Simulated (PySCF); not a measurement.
# Dipole response of Cl⁺ (chlorine, charge +1)

[Ne] 3s2 3p4, high-spin 3P determinant. Computed with PySCF 2.14 in aug-cc-pV(5+d)Z, with no relativity, point nucleus. Coupled (time-dependent) response in atomic units; α is the mean over directions.

```csv
method,mean α (bohr³),"α xx, yy, zz",C₆ (like pair),S(−4)
UHF,8.566,"8.472, 8.753, 8.472",40.40,17.62
PBE,8.832,"8.661, 9.173, 8.661",41.89,19.30
PBE0,8.685,"8.542, 8.971, 8.542",41.03,18.36
```

S(−4) is the Cauchy moment in α(ω) = α(0) + S(−4) ω² + …

α(iu) at UHF:

| u (hartree) | α(iu) (bohr³) |
| --- | --- |
| 0 | 8.566 |
| 0.0500 | 8.522 |
| 0.100 | 8.394 |
| 0.200 | 7.922 |
| 0.300 | 7.256 |
| 0.500 | 5.759 |
| 0.750 | 4.156 |
| 1.00 | 3.023 |
| 1.50 | 1.738 |
| 2.00 | 1.114 |
| 3.00 | 0.5763 |
| 5.00 | 0.2505 |

A single London oscillator, α(iu) = α/(1 + u²/ω²), gives C₆ = (3/4) ω α². Matching the computed C₆ needs ω = 4 × 40.40 / (3 × 8.566²) = 0.734 hartree.

For an ion, C₆ is the dispersion term alone; charge-induced terms of lower order in 1/R come first.

The components differ because the open shell of this determinant is not spherical; for a pure term their mean is the scalar polarisability.
